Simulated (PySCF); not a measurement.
C5H5FNO2 (charge +1).
SMILES with atom numbers: `[F:1][c:2]1[o:3][cH:4][c:5]2[n+:6]1[CH2:7][O:8][CH2:9]2`

Structure used (GFN2-xTB), in Å, numbered top down from 1:
```
atom  x, y, z in Å
F1     1.3706    2.6221    0.0682
C2     1.2253    1.3456    0.0632
O3     2.2373    0.5357    0.1418
C4     1.7489   -0.7368    0.1115
C5     0.4012   -0.6646    0.0167
N6     0.0908    0.6867   -0.0115
C7    -1.3620    0.8491   -0.0996
O8    -1.7850   -0.3952   -0.5437
C9    -0.8901   -1.4008   -0.0849
H10    2.4486   -1.5493    0.1611
H11   -1.6609    1.6126   -0.8247
H12   -1.7432    1.1056    0.9042
H13   -0.8885   -2.2096   -0.8183
H14   -1.1938   -1.8015    0.8939
```

NICS = −σ at a ghost point: NICS(0) at the centroid of the ring atoms, NICS(1) 1 Å to either side along the normal of their mean plane, zz for the tensor component along that normal. Level: GIAO PBE0/pcSseg-1 (PySCF, non-relativistic, gas phase) on the GFN2-xTB geometry, one conformer.

Ring bond lengths (Å), with Mayer bond orders in brackets: C2–O3 1.299 (1.24), O3–C4 1.363 (0.95), C4–C5 1.353 (1.70), C5–N6 1.387 (1.02), N6–C2 1.314 (1.34); C5–N6 1.387 (1.02), N6–C7 1.465 (0.75), C7–O8 1.387 (0.97), O8–C9 1.422 (0.88), C9–C5 1.490 (1.01).

**Question.** Give the NICS values of each ring in ppm.

**Answer.** 
```json
{"ring": "C2–O3–C4–C5–N6", "type": "5-membered ring with N and O; formal bonds all aromatic", "NICS(0)": "-11.5", "NICS(1), two faces": "-7.8 / -8.2", "NICS(1)zz, two faces": "-19.6 / -20.4", "rms pucker (Å)": "0.00", "centre to ring atoms, mean (Å)": "1.14"}
{"ring": "C5–N6–C7–O8–C9", "type": "5-membered ring with N and O; formal bonds 1 aromatic, 4 single", "NICS(0)": "-6.1", "NICS(1), two faces": "-2.6 / -1.6", "NICS(1)zz, two faces": "-3.3 / -2.4", "rms pucker (Å)": "0.12", "centre to ring atoms, mean (Å)": "1.21"}
```

**Question.** What can be read from them?

**Answer.** 
- C2–O3–C4–C5–N6: mean NICS(1)zz -20.0 ppm, shielded, aromatic by this magnetic criterion (flat ring, no four-coordinate atom), though in fused rings the probe also feels the neighbouring ring.
- C5–N6–C7–O8–C9: mean NICS(1)zz -2.8 ppm, near zero. C7, C9 have four or more neighbours, and the NICS criterion for π rings isn't applied.

**Question.** What does the geometric index give? HOMA = 1 − mean of α(R − Ropt)² over the ring bonds, with Krygowski's 1993 parameters (CC: Ropt 1.388 Å, α 257.7 Å⁻²; CN: Ropt 1.334 Å, α 93.52 Å⁻²; CO: Ropt 1.265 Å, α 157.38 Å⁻²).

**Answer.** 
- C2–O3–C4–C5–N6: HOMA 0.54; the largest term is that of O3–C4, α(R − Ropt)² = 1.52.

**Question.** List the ring angles and the Hirshfeld charges of the ring atoms.

**Answer.** 
- C2–O3–C4–C5–N6: C2 111.3° (+0.316 e), O3 107.6° (+0.006 e), C4 108.0° (+0.068 e), C5 106.0° (+0.062 e), N6 107.1° (+0.018 e); sum 540.0° against 540° for a flat convex ring.
- C5–N6–C7–O8–C9: C5 106.6° (+0.062 e), N6 109.4° (+0.018 e), C7 102.8° (+0.098 e), O8 109.8° (-0.107 e), C9 102.6° (+0.038 e); sum 531.2° against 540° for a flat convex ring.

**Question.** What are the shieldings of the ring atoms and their hydrogens in the same run (means over atoms taken as equivalent)?

**Answer.** 
```json
{"atoms": "C2", "environment": "aromatic C–F carbon", "σ isotropic (ppm)": "30.8"}
{"atoms": "O3", "environment": "ring oxygen", "σ isotropic (ppm)": "25.1"}
{"atoms": "C4", "environment": "aromatic CH next to a ring oxygen", "σ isotropic (ppm)": "50.4"}
{"atoms": "C5", "environment": "substituted aromatic carbon", "σ isotropic (ppm)": "38.5"}
{"atoms": "N6", "environment": "three-coordinate ring nitrogen", "σ isotropic (ppm)": "57.1"}
{"atoms": "C7", "environment": "sp3 carbon bound to oxygen", "σ isotropic (ppm)": "102.0"}
{"atoms": "O8", "environment": "cyclic ether oxygen", "σ isotropic (ppm)": "263.9"}
{"atoms": "C9", "environment": "sp3 carbon bound to oxygen", "σ isotropic (ppm)": "119.2"}
{"atoms": "H10", "environment": "aromatic hydrogen", "σ isotropic (ppm)": "23.75"}
{"atoms": "H11 (×2)", "environment": "methylene hydrogen", "σ isotropic (ppm)": "25.41"}
{"atoms": "H13 (×2)", "environment": "methylene hydrogen", "σ isotropic (ppm)": "25.98"}
```

Hardware: Intel Xeon Platinum 8259CL at 2.50 GHz, one thread, no GPU (shared host). Cost: 38 s of wall time, 0.88 GiB resident at most. This is the whole shielding run at PBE0/pcSseg-1, SCF included.
